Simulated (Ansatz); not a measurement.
Computed with Ansatz on PBE0-D4/def2-TZVP structures; ΔE is electronic, products minus reactants. CBS: MP2 limit from def2 TZ/QZ plus the TZ coupled-cluster correction, frozen cores. DFT in def2-TZVPP. B3LYP here is the variant with VWN-RPA as its local correlation; programs differ in this. def2 core potentials past Kr. For In outer-core shells are correlated without core-valence functions, which leaves a few kJ/mol of doubt a bond. One conformer a species, not always the lowest.

Consider the cleavage of the Si–In bond: `[SiH3][CH2][InH][SiH3]` + `CNB[SiH3]` → `CN([SiH3])B[SiH3]` + `[SiH3][CH2][InH2]`.

`[SiH3][CH2][InH][SiH3]`:

Z-matrix (Å, degrees):
```
Si
C 1 1.859
H 1 1.491 2 110.0
H 1 1.490 2 113.5 3 120.9
H 1 1.492 2 110.5 3 -118.2
In 2 2.167 1 111.8 3 59.9
H 2 1.093 1 110.5 3 -178.5
H 2 1.094 1 108.9 3 -59.2
Si 6 2.575 2 119.3 1 -74.3
H 6 1.731 2 117.7 1 104.3
H 9 1.491 6 109.8 2 104.3
H 9 1.489 6 112.1 2 -15.2
H 9 1.490 6 111.8 2 -136.5
```

`CNB[SiH3]`:

Cartesian coordinates in Å:
```
C -2.089 -0.335 0.273
N -0.661 -0.431 0.064
B 0.245 0.614 0.007
Si 2.203 0.252 -0.294
H -2.644 -0.754 -0.572
H -2.361 0.714 0.380
H -2.395 -0.867 1.178
H -0.333 -1.380 -0.046
H -0.186 1.727 0.143
H 2.704 0.919 -1.531
H 3.037 0.753 0.836
H 2.481 -1.211 -0.436
```

`CN([SiH3])B[SiH3]`:

```xyz
15

C     0.097   -0.248    2.110
N     0.007   -0.033    0.668
Si   -0.778    1.462    0.199
B     0.517   -0.966   -0.240
Si    0.449   -0.779   -2.259
H    -0.899   -0.285    2.564
H     0.656    0.561    2.593
H     0.606   -1.190    2.310
H    -0.811    1.555   -1.277
H    -2.158    1.483    0.754
H    -0.030    2.609    0.778
H     1.032   -1.948    0.228
H    -0.947   -0.694   -2.780
H     1.089   -1.961   -2.904
H     1.170    0.433   -2.747
```

`[SiH3][CH2][InH2]`:

Z-matrix (Å, degrees):
```
Si
C 1 1.860
H 1 1.491 2 110.4
H 1 1.490 2 113.1 3 120.7
H 1 1.491 2 110.4 3 -118.5
In 2 2.161 1 112.9 3 59.1
H 2 1.093 1 109.3 3 179.8
H 2 1.094 1 109.3 3 -61.5
H 6 1.726 2 119.1 1 -89.8
H 6 1.726 2 119.1 1 90.2
```

| level | ΔE (kJ/mol) | difference from CCSD(T)/CBS |
| --- | --- | --- |
| r2SCAN-D4 | 10.9 | 5.1 |
| B3LYP-D4 | 6.3 | 0.5 |
| ωB97X-V | 4.1 | -1.7 |
| B2PLYP | 8.7 | 2.9 |
| PBE | 26.5 | 20.7 |
| r2SCAN | 12.2 | 6.4 |
| PBE0 | 20.9 | 15.1 |
| CCSD/def2-TZVPP | 4.1 | -1.7 |
| HF/def2-QZVPP | -1.3 | -7.1 |
| MP2/CBS(def2) | 2.3 | -3.5 |
| CCSD(T)/CBS | 5.8 | 0 |

Largest T1 diagnostic among the species: 0.014.

From PBE to PBE0 (25 % exact exchange), in def2-TZVPP and without D4, ΔE moves by −5.7 kJ/mol. The D4 term adds −10.1 kJ/mol with B3LYP and −5.1 kJ/mol with PBE0; it sums over pairs of atoms, weighted by their polarisabilities, and B3LYP, whose exchange is more repulsive, gets the larger term.

CCSD(T)/CBS has its own doubt, a few kJ/mol and more with outer-core shells, so smaller differences from it don't rank the levels.
